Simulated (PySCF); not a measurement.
Finite-field polarisability of Hg (mercury, neutral)

[Xe] 4f14 5d10 6s2, closed-shell 1S. All numbers are calculated (PySCF 2.14, a scalar-relativistic core potential, in aug-cc-pVTZ-PP with ECP60MDF (6s6p5d3f2g, 88 functions)). Frozen: 5s2 5p6. Energy changes in a uniform field (μhartree):

| axis | F (au) | HF | MP2 | CCSD | CCSD(T) |
| --- | --- | --- | --- | --- | --- |
| x | 0.0021 | -99.107 | -65.896 | -79.399 | -77.271 |
| x | 0.0042 | -396.729 | -263.615 | -317.746 | -309.214 |

Task: Derive α along x at CCSD(T) from the two fields.

Result: With ΔE = −αF²/2 − γF⁴/24, α = −(16 ΔE(F) − ΔE(2F))/(6F²) = 35.04 bohr³.

Task: And the mean polarisability at each level?

Result: HF 44.94, MP2 29.88, CCSD 36.00, CCSD(T) 35.04 bohr³. Reference: 33.91 ± 0.34 bohr³ (recommended; Schwerdtfeger and Nagle, table of static dipole polarizabilities (2023 update)).
